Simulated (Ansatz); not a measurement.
Geometry optimisation, RKS PBE-D4/def2-SVP (Ansatz).

Input:

```yaml
crystal:
  periodic: [false, false, false]
  atoms:
    - { symbol: S, position_ang: [-1.7052, -0.2666, -0.8782] }
    - { symbol: Sn, position_ang: [-0.1717, 1.3628, 0.0032] }
    - { symbol: S, position_ang: [1.7093, 0.1787, 0.8691] }
    - { symbol: H, position_ang: [-1.7675, -0.8906, 0.3356] }
    - { symbol: H, position_ang: [1.9849, -0.4578, -0.371] }
basis:
  gaussian: { orbitals: def2-SVP }
hamiltonian:
  xc: pbe
  dispersion: d4
relax:
  f_tol: 0.02
  max_steps: 40
scf:
  lower_state_search: "off"
```

Run as:

```bash
$ ansatz run input.yaml --threads 1 --pin off --max-ram 2048MiB --backend cpu --events-out ev --progress --plain --runs-dir out
```

Task: Where does it end, and by what steps?

Result: It converged. After 10 steps the energy has fallen by 0.635 eV; H5 moved furthest, 1.08 Å.

```tsv
step	energy less start (eV)	largest force component (eV/Å)	accepted
0	0.0000	2.064	yes
1	-0.2975	0.618	yes
2	-0.4097	0.577	yes
3	-0.4957	0.610	yes
4	-0.5565	0.518	yes
5	-0.5898	0.481	yes
6	-0.6106	0.201	yes
7	-0.6264	0.321	yes
8	-0.6340	0.130	yes
9	-0.6299	0.076	no
10	-0.6353	0.007	yes
```

```xyz
5
Properties=species:S:1:pos:R:3
S -1.828 -0.111 -0.518
Sn -0.210 1.713 -0.003
S 1.813 0.350 0.503
H -0.971 -1.152 -0.325
H 1.245 -0.873 0.302
```

Run time: 14 s on 1 thread of Arm Neoverse V2, on a shared host, peak memory 0.1 GiB.
